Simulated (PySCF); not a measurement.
Work out the structure from these simulated measurements.

Formula: C8H9B.

* UV, strongest line: among the 10 lowest singlet transitions: S3 at 5.43 eV (228 nm, f = 0.462) [TDDFT CAM-B3LYP/def2-SVPD]
* Rotational structure: rotational constants A, B, C: 7.986, 0.417, 0.411 GHz [PBE0-D3(BJ)/def2-SVP]
* 13C NMR: chemical shifts (computed TMS as zero) by class: 158.5 (1 C), 147.3 (1 C), 113.2 (1 C), 87.1 (1 C), 82.5 (1 C), 77.7 (1 C), 34.3 (1 C), 5.4 (1 C) ppm [GIAO HF/pcSseg-1]
* NMR, other nuclei: isotropic shieldings of nuclei other than C and H, by class: 52 (1 B) ppm [GIAO HF/pcSseg-1]
* Polarisability: 119.4 au [CAM-B3LYP/def2-SVPD]
* UV, first state: lowest singlet excitation: 4.01 eV (309 nm, f = 0.000) [TDDFT CAM-B3LYP/def2-SVPD]
* Valence photoelectron: vertical ionisation energy: 8.51 eV [ΔSCF CAM-B3LYP/def2-SVPD]
* Triplet: lowest triplet excitation (Tamm–Dancoff): 3.39 eV [TDA CAM-B3LYP/def2-SVPD]
* Dipole: 3.01 D [CAM-B3LYP/def2-SVPD]

Gas-phase values; electronic properties from PySCF, density fitting. Levels stand in brackets. Isolated species at its PBE0-D3(BJ)/def2-SVP geometry (one conformer only). NMR classes are plain means over equivalent atoms (diastereotopic ones count apart unless rotation or inversion swaps them), as if these changed places fast.

Question: Give a SMILES that accounts for the data.

Answer: Numbering: `[CH:1]#[C:2]/[CH:3]=[CH:4]/[CH2:5][BH:6][C:7]#[C:8][CH3:9]`. 8 carbons fall into 8 classes; from least to most shielded: alkene CH carbon [C4] (158.5 ppm), alkyne carbon [C8] (147.3 ppm), alkene CH carbon [C3] (113.2 ppm), terminal alkyne carbon [C1] (87.1 ppm), alkyne carbon [C7] (82.5 ppm), alkyne carbon [C2] (77.7 ppm), sp3 carbon bound to boron [C5] (34.3 ppm), propargylic carbon [C9] (5.4 ppm). The other shieldings belong to: 52 ppm, three-coordinate boron [B6]. S1 is mainly HOMO−1→LUMO (weight 0.72); the largest Löwdin shares of the orbital it empties are 0.34 on an alkyne carbon, 0.32 on an alkyne carbon, 0.07 on the propargylic carbon and 0.07 on the three-coordinate boron, of the orbital it fills 0.37 on the three-coordinate boron, 0.17 on each of 2 atoms of one kind (alkyne carbon) and 0.09 on the sp3 carbon bound to boron. The first electron is taken from the HOMO, whose largest Löwdin shares are 0.22 on the terminal alkyne carbon, 0.20 on an alkene CH carbon, 0.19 on an alkene CH carbon and 0.18 on an alkyne carbon. The optimised geometry has point group C1 and is an asymmetric top. Structure: `C(=C\CBC#CC)/C#C`. Computed isomers that give other values at the same levels: `C#C/C=C/C#CB(C)C` (13C chemical shifts (computed TMS as zero) by class: 134.4 (1 C), 133.8 (1 C), 122.4 (1 C), 105.2 (1 C), 98.9 (1 C), 72.8 (1 C), 14.2 (2 C) ppm); `C#C/C=C\C#CB(C)C` (13C chemical shifts (computed TMS as zero) by class: 137.7 (1 C), 131.3 (1 C), 119.0 (1 C), 108.1 (1 C), 104.9 (1 C), 70.0 (1 C), 13.6 (2 C) ppm); `BCC1c2ccccc21` (13C chemical shifts (computed TMS as zero) by class: 143.4 (2 C), 135.0 (2 C), 121.0 (2 C), 39.9 (1 C), 28.0 (1 C) ppm). The assignments are read from this structure; whether some other isomer fits the data as well wasn't checked.

Shape of the structure used: `[CH:1]#[C:2]/[CH:3]=[CH:4]/[CH2:5][BH:6][C:7]#[C:8][CH3:9]`: C3–C4–C5–B6 -124°, C4–C5–B6–C7 154°.
